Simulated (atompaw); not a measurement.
Reading a pseudo-wave (P (Z = 15))

Columns: radius, all-electron u(r) and pseudo u(r) of the 3s shell (level -18.47 eV) of phosphorus in the configuration [Ne] 3s2 3p2.5; LDA (PW92), scalar-relativistic, PAW (atompaw) scheme, atompaw 4.2.0.5.

| r (bohr) | all-electron | pseudo |
| --- | --- | --- |
| 0.058 | 0.2049 | 0.0305 |
| 0.115 | 0.0776 | 0.0607 |
| 0.173 | -0.1129 | 0.0919 |
| 0.231 | -0.2670 | 0.1238 |
| 0.288 | -0.3571 | 0.1560 |
| 0.346 | -0.3881 | 0.1897 |
| 0.404 | -0.3693 | 0.2245 |
| 0.462 | -0.3137 | 0.2603 |
| 0.519 | -0.2349 | 0.2966 |
| 0.577 | -0.1398 | 0.3345 |
| 0.635 | -0.0373 | 0.3731 |
| 0.692 | 0.0653 | 0.4116 |
| 0.750 | 0.1673 | 0.4510 |
| 0.808 | 0.2641 | 0.4903 |
| 0.865 | 0.3524 | 0.5284 |
| 0.923 | 0.4340 | 0.5664 |
| 0.981 | 0.5069 | 0.6030 |
| 1.038 | 0.5698 | 0.6371 |
| 1.096 | 0.6251 | 0.6697 |
| 1.154 | 0.6717 | 0.6994 |
| 1.212 | 0.7103 | 0.7261 |
| 1.269 | 0.7408 | 0.7489 |
| 1.327 | 0.7648 | 0.7682 |
| 1.385 | 0.7823 | 0.7834 |
| 1.442 | 0.7939 | 0.7940 |
| 1.500 | 0.8004 | 0.8004 |

(1) How many radial nodes do the two functions have?

(2) Is the pseudo-wave norm-conserving?

## Answers

(1) The all-electron 3s function has n − l − 1 = 2; the pseudo-wave has 0, since the states of the same l below it are removed with the core.

(2) No, it belongs to a PAW set: the norm inside the radius is not constrained, and the difference is carried by the augmentation charge.
